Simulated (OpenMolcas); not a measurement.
**Lines of Nd3+: computed and rescaled rates**

```yaml
Program: OpenMolcas
Method: "MS-CASPT2, IPEA 0.25 Eh, imaginary shift 0.1 Eh (closed shells correlated: 5s 5p)"
Basis: ANO-R3 [9s8p5d5f3g1h]
Scalar_Hamiltonian: X2C, finite nucleus
Active_space: 3 electrons in 7 orbitals (4f)
State_averaging: 2S+1 = 4 odd, 35 roots; 2S+1 = 2 odd, 112 roots (105 in the spin-orbit step)
Spin-orbit_coupling: state interaction with AMFI integrals over the reference wave functions, term energies averaged over their components
```

Rates come from the transition moments of the reference wave functions (E1 and E2 in the length form). At fixed line strength A goes as λ^-3 for E1 and M1 and as λ^-5 for E2, so a rate at the computed wavelength can be rescaled to the measured one. Measured vacuum wavelengths follow from level energies in the list in Arab et al., J. Quant. Spectrosc. Radiat. Transfer 229, 145 (2019) and Gaigalas et al. (2019), from Wyart et al. (2007). Branching counts decays inside the model space alone, at computed energies, and the table is only a selection of the E2 and M1 lines, drawn from those between levels with measured partners whose computed energy lies within a factor of 1.5 of the measured one.

```tsv
Upper	Lower	Type	λ computed (nm)	λ measured (nm)	A computed (s-1)	A rescaled (s-1)	Branching %
4f3 4F* 7/2	4f3 4F* 5/2	M1	10210	10290	3.53e-02	3.45e-02	47.8
4f3 4F* 5/2	4f3 4F* 3/2	M1	8794	9529	6.03e-02	4.74e-02	100.0
4f3 4G* 7/2	4f3 4G* 5/2	M1	6304	5454	1.56e-01	2.41e-01	29.8
4f3 4S* 3/2	4f3 4F* 3/2	M1	5273	4776	9.37e-03		97.8
4f3 4I* 11/2	4f3 4I* 9/2	M1	4914	5271	3.54e-01	2.87e-01	100.0
4f3 4I* 13/2	4f3 4I* 11/2	M1	4618	4974	4.91e-01	3.93e-01	100.0
4f3 4I* 15/2	4f3 4I* 13/2	M1	4454	4805	3.65e-01	2.91e-01	100.0
4f3 4D* 7/2	4f3 4D* 5/2 [70 %]	M1	3804	4621	3.04e-01	1.70e-01	53.0
4f3 4F* 9/2	4f3 2H* 9/2(1) [74 %]	M1	3064	4557	2.85e-01		42.8
4f3 2G* 7/2(1)	4f3 4F* 5/2	M1	2245	2038	4.15e-01		43.6
4f3 4G* 11/2	4f3 2H* 11/2(1)	M1	1190	1699	4.94e-01		52.6
4f3 2D* 5/2(1)	4f3 4F* 7/2	M1	974.2	942.2	1.30e+00		70.2
4f3 2H* 9/2(1) [74 %]	4f3 4I* 11/2	M1	923.4	917.2	9.65e-01		37.9
4f3 2L* 15/2	4f3 2K* 15/2	M1	895.6	1112	1.07e+00		54.3
4f3 2H* 11/2(1)	4f3 4I* 13/2	M1	832.7	816.1	1.13e+00		55.6
4f3 2L* 17/2	4f3 2K* 15/2	M1	779	950.6	7.71e-01		90.9
4f3 2H* 9/2(1) [74 %]	4f3 4I* 9/2	M1	777.3	781.2	1.58e+00		62.1
4f3 2I* 13/2	4f3 2K* 13/2	M1	774.9	863.7	4.87e-01		37.7
4f3 2L* 15/2	4f3 2K* 13/2	M1	748.6	906.6	8.60e-01		43.7
4f3 2H* 9/2(2)	4f3 4G* 7/2	M1	634.7	704.2	7.50e-01		36.2
4f3 2K* 15/2	4f3 4I* 15/2	M1	578	622.8	1.88e+00		57.7
4f3 2K* 13/2	4f3 4I* 13/2	M1	576.2	621.2	7.39e-01		35.8
4f3 2K* 13/2	4f3 4I* 11/2	M1	512.3	552.2	1.32e+00		63.8
4f3 2K* 15/2	4f3 4I* 13/2	M1	511.6	551.4	1.25e+00		38.4
4f3 4G* 5/2	4f3 4I* 9/2	E2	500	564.7	1.19e-01	6.48e-02	68.3
```

Spin-changing lines and M1 lines between different terms are not rescaled, since their strength hangs on the term gaps too.

The largest correction is for 4f3 4G* 5/2 → 4f3 4I* 9/2 (E2): 1.19e-01 × (500 / 564.7)^5 = 6.48e-02 s-1, a factor of 0.54.

The computed rate and branching of 4f3 4I* 11/2 → 4f3 4I* 9/2 give the upper level a radiative lifetime of 1.000 / 3.54e-01 s-1 = 2.82e+00 s, counting decays inside the model space alone. The rescaled rate gives about 3.5e+00 s.

The computed order of these levels differs from the measured one in 4 places, and where term gaps are wrong the rates of spin-changing lines can be off by large factors.

These are rates of the free ion; in crystals, glasses and complexes forced electric-dipole and non-radiative decay shorten such lifetimes by orders of magnitude. No measured rate stands beside these. Rescaling mends the energy factor alone: line strengths can still be far off where a level mixes with configurations outside the active space, and weak or spin-changing lines hang on small mixing coefficients that depend on the term gaps too, so rescaling need not improve them.

CASPT2 does not keep the components of a term degenerate, so their means are used; among the terms shown or strongly mixed into the levels shown the widest spread is 900 cm-1 (4f3 4I*). Blocks of more than 70 roots (2S+1 = 2 odd) ran without multistate coupling. High states are left out of the spin-orbit mixing, which shifts the levels that they would mix with. Some levels mix across a computed gap that differs much from the measured one, so their mixing is not that of the real levels. The CASPT2 spread within a term exceeds the gap to the next term for 4f3 4S* and 4f3 4F*, 4f3 4G* and 4f3 2K*, so the order of their levels is uncertain, and so are names and mixing where such terms share a J. Computed and measured levels are paired by configuration, term and J; levels that our copy of the source lacks, or whose pairing is in doubt (as where it misses far off the trend of its configuration), stay unpaired. Levels of configurations outside the active space are missing.

A share in square brackets marks a mixed level and gives the weight of the term that names it. A number in round brackets counts repeated terms of one configuration in the order of the reference energies. * marks odd parity.
